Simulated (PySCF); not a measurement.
Computed with PySCF, PBE0, basis As def2-SVPD, S def2-SVPD (no relativity, density fitting). Open shells, if any, are unrestricted.

Problem. What shape and geometry does isolated singlet [AsS3]- take (every ligand bound to As)?

Solution. Counting electrons, arsenic keeps none of its valence electrons outside its bonds, so the VSEPR class is AX3 and the expected shape is trigonal planar (D3h), as computed. The lowest minimum found is a singlet of D3h symmetry with As–S 2.078 Å (×3); S–As–S 120.0° (×3). Its harmonic wavenumbers are 173 (a2''), 182 (e'), 446 (a1'), 531 (e') cm⁻¹ and its dipole moment is 0.00 D about the centre of mass.

This need not be the most stable arrangement of these atoms. The lowest empty level of this anion is unbound, so it and the gap depend on the basis.
